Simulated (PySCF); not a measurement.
The PySCF input:
```python
from pyscf import gto, scf, mcscf
import numpy

mol = gto.M(
    atom='''
Se    0.040881   -0.370794    1.087188
Ge   -0.693248    1.439416   -0.162964
H    -1.394130    2.361927    0.791125
H     0.427518    2.194523   -0.819283
H    -1.680840    1.064232   -1.238066
O     1.129205   -1.183857   -0.145291
Si    0.854373   -1.718524   -1.657259
H    -0.228485   -2.703999   -1.684030
H     2.184586   -2.253518   -1.910005
H     0.490465   -0.587278   -2.525322
''',
    basis='sto-3g',
    charge=0,
    spin=0,
    verbose=4,
)

mf = scf.RHF(mol)
mf.kernel()
mc = mcscf.CASSCF(mf, 6, 4)
mc.fix_spin_(ss=0.0)
mc.kernel()
occ = numpy.linalg.eigvalsh(mc.fcisolver.make_rdm1(mc.ci, mc.ncas, mc.nelecas))[::-1]
ss = mc.fcisolver.spin_square(mc.ci, mc.ncas, mc.nelecas)[0]
print('natural occupations', occ.round(4), ' <S^2>', round(ss, 4))
```

Q: What does this run give for the natural occupations of the active orbitals, nuclear repulsion energy, SCF-reference Mulliken (on the basis functions themselves) charges in atom order, SCF-reference HOMO energy, SCF-reference dipole moment, total energy?

A: 
```
Quantity                                                                                                                                                                        Value
--------------------------------------------------------------------------------  ---------------------------------------------------------------------------------------------------
natural occupations of the active orbitals                                                                                                         1.98, 1.94, 0.06, 0.02, 0.00, 0.00
nuclear repulsion energy                                                                                                                                                  655.6834 Eh
SCF-reference Mulliken (on the basis functions themselves) charges in atom order  Se1 0.01, Ge2 0.47, H3 -0.11, H4 -0.11, H5 -0.12, O6 -0.49, Si7 0.84, H8 -0.16, H9 -0.15, H10 -0.17
SCF-reference HOMO energy                                                                                                                                                    -6.46 eV
SCF-reference dipole moment                                                                                                                                                    2.31 D
total energy                                                                                                                                                            -4788.3210 Eh
```
